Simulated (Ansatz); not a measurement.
A made-up structure of HSeO2 (charge -1), closed shell:

```tsv
atom	x (Å)	y (Å)	z (Å)
O1	0.8367	0.3404	1.1846
Se2	-0.7163	-0.0027	0.7095
O3	-0.3297	0.2549	-0.8659
H4	0.2093	-0.5926	-1.0283
```

It is relaxed with PBE-D4/def2-SVPD and then PBE0-D4/def2-TZVPD (Ansatz 0.2.0). Atoms count as bonded within 1.22 times the sum of their covalent radii (H–H: 0.88 Å). The end point is not checked to be a true minimum.

Question: Does its bonding change? (A judgement: the text doesn't fix the answer.)

Answer: Computed: No: no bond forms or breaks.

Where it ends: The first stage lowers the energy by 1.41 eV in 9 steps. It ends as HSeO₂ ([O][Se][OH]), total charge -1:
| atom | x (Å) | y (Å) | z (Å) |
| --- | --- | --- | --- |
| O1 | 0.8734 | 0.4010 | 1.4978 |
| Se2 | -0.6254 | 0.0400 | 0.8156 |
| O3 | -0.3615 | 0.1822 | -1.0462 |
| H4 | 0.1135 | -0.6232 | -1.2672 |

Labels in which every atom is bracketed show which atoms are joined, not bond orders.

For scale, one of the runs: PBE0-D4/def2-TZVPD relaxation, 146 basis functions, launched by `ansatz run in.yaml --threads 2 --pin off --events-out ev --progress --plain --max-ram 4352MiB`. Hardware: 2 CPU threads of an Arm Neoverse V1, shared host. Wall time about 22 s.
